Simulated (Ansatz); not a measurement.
Reactions of CH₆BGeNO, SMILES `[CH3][Ge]1([NH2])[BH][O]1`.

Calculated with Ansatz (gas phase, PBE0-D4/def2-TZVP geometries, no zero-point term in ΔE). CBS: MP2 limit from def2 TZ/QZ plus the TZ coupled-cluster correction, frozen cores. This one scheme is used for every species, atoms too. No spin–orbit coupling; open shells (•) take unrestricted orbitals. Spin–orbit coupling would lower the free atoms: a little for B, C, O; clearly for Ge. def2 core potentials past Kr. Bonds to Cd, Ge are less sure, by a few kJ/mol each and by 10 to 20 or more in all where they break to atoms, as the def2 sets lack core-valence functions. Scalar relativity is left out up to krypton. One conformer a species, not always the lowest.

Q: Order these by ΔE at CCSD(T)/CBS, lowest first. (Best estimate.)
A. `[CH3][Ge]1([NH2])[BH][O]1` + H₂ → `[NH2][GeH]1[BH][O]1` + CH₄
B. `[CH3][Ge]1([NH2])[BH][O]1` → B• + C• + Ge• + 6 H• + N• + O•
C. `[CH3][Ge]1([NH2])[BH][O]1` + `[F][Cd][SH]` → `C[S][Cd][F]` + `[NH2][GeH]1[BH][O]1`
D. `[CH3][Ge]1([NH2])[BH][O]1` → `[NH2][GeH]1[BH][O]1` + `[CH2]` (triplet)
E. `[CH3][Ge]1([NH2])[BH][O]1` + `CCSS` → `CCSSC` + `[NH2][GeH]1[BH][O]1`

A: A (-6.5 kcal/mol), E (+9.1 kcal/mol), C (+15.7 kcal/mol), D (+113.8 kcal/mol), B (+966.6 kcal/mol).

Largest T1 diagnostic: 0.016, for `[NH2][GeH]1[BH][O]1`.
